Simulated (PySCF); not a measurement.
C7H15F.
SMILES: `CC(C)C(C)(CF)C`

Torsions of this conformer, `[CH3:1][CH:2]([CH3:3])[C:4]([CH3:5])([CH3:6])[CH2:7][F:8]`: C1–C2–C4–C5 172°, C2–C4–C7–F8 174°.

The closed-shell ground state was solved at several levels (PySCF, density fitting, gas phase, non-relativistic). The structure is a single PBE0-D3(BJ)/def2-SVP conformer in the gas phase; no vibrational or solvent corrections.

```json
{"level": "PBE0/pcSseg-1", "basis functions": "211", "total energy (Eh)": "-375.1438", "HOMO (eV)": "-8.65", "LUMO (eV)": "1.27", "gap (eV)": "9.92", "dipole (D)": "1.77"}
{"level": "KT2/pcSseg-1", "basis functions": "211", "total energy (Eh)": "-381.6860", "HOMO (eV)": "-7.29", "LUMO (eV)": "0.30", "gap (eV)": "7.59", "dipole (D)": "1.65"}
```

Q: Estimate the row for B3LYP/def2-SVPD, a basis of 283 functions; the other rows only guide the guess.

A: Total energy -375.3771 Eh, HOMO -8.51 eV, LUMO 0.29 eV, gap 8.80 eV, dipole 1.82 D.

Q: Over all these levels, which gives the widest orbital gap and which the narrowest?

A: PBE0/pcSseg-1 (global hybrid, 25 % exact exchange) has the widest, 9.92 eV, and KT2/pcSseg-1 (GGA) the narrowest, 7.59 eV. The two share the basis. From the narrowest to the widest the HOMO moves by -1.36 eV and the LUMO by +0.97 eV.

Q: How far do the dipole and the HOMO energy spread over the levels?

A: The dipole runs from 1.65 to 1.82 D (mean 1.75 D) and the HOMO from -8.65 to -7.29 eV.
